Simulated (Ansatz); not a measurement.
CH7FSi3, SMILES `FC1[SiH2][SiH2][SiH2]1`, relaxed with RKS PBE-D4/def2-SVP in Ansatz from a rough embedded geometry. The force threshold is 0.03 eV/Å; the program also tests the step.

The species carries charge 0 and has multiplicity 1.

Start:

```xyz
12

F    -1.752    1.354   -0.335
C    -1.090    0.619    0.581
Si    0.795    1.031    0.650
Si    1.095   -0.449   -1.141
Si   -0.764   -1.153   -0.092
H    -1.550    0.610    1.593
H     1.438    0.444    1.881
H     1.146    2.387    0.424
H     2.229   -1.283   -1.087
H     0.806    0.250   -2.481
H    -1.876   -1.660   -0.992
H    -0.476   -2.150    0.998
```

By how much does the energy fall, and how many steps does the optimiser take? (Best estimate.)

Computed: 0.45 eV, in 7 steps.

Which bonds change most? (Estimate.)

Computed: Si4–Si5 from 2.248 to 2.367 Å; Si4–H9 from 1.408 to 1.503 Å; Si3–H8 from 1.418 to 1.505 Å; F1–C2 from 1.348 to 1.421 Å.

Give the relaxed structure. (Best estimate.)

The calculation gave: 
```xyz
12

F    -1.633    1.346   -0.411
C    -1.061    0.567    0.631
Si    0.821    1.040    0.661
Si    1.120   -0.426   -1.173
Si   -0.842   -1.213   -0.108
H    -1.664    0.698    1.554
H     1.478    0.464    1.891
H     1.085    2.519    0.581
H     2.338   -1.305   -1.233
H     0.876    0.211   -2.514
H    -2.041   -1.716   -0.865
H    -0.478   -2.185    0.986
```
